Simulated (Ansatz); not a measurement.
Basis sets compared for [VBr4]- (VBr4⁻). Total charge -1; triplet. Geometry r2SCAN-D4/def2-SVPD. Ansatz on 4 threads of Intel Xeon 6975P-C on a shared host; times are rough, and most runs start from earlier orbitals.

Cartesian coordinates in Å:
```
V 0.000 0.000 0.000
Br 0.548 1.921 -1.319
Br 1.977 -1.294 0.384
Br -1.613 -1.333 -1.162
Br -0.911 0.706 2.098
```

```csv
level,functions,energy (Eh),HOMO (eV),LUMO (eV),wall time
PBE-D4/def2-SVPD,198,-11237.8728,-1.13,0.02,3 s
PBE0-D4/def2-SVPD,198,-11238.2385,-3.44,0.79,7 s
```

**Question.** Estimate the rows for PBE-D4/def2-TZVPD, PBE0-D4/def2-TZVPD.

**Answer.** 
```json
{"level": "PBE-D4/def2-TZVPD", "functions": "276", "energy (Eh)": "-11239.2301", "HOMO (eV)": "-1.01", "LUMO (eV)": "0.15", "wall time": "4.8 s"}
{"level": "PBE0-D4/def2-TZVPD", "functions": "276", "energy (Eh)": "-11239.5965", "HOMO (eV)": "-3.31", "LUMO (eV)": "0.98", "wall time": "12 s"}
```
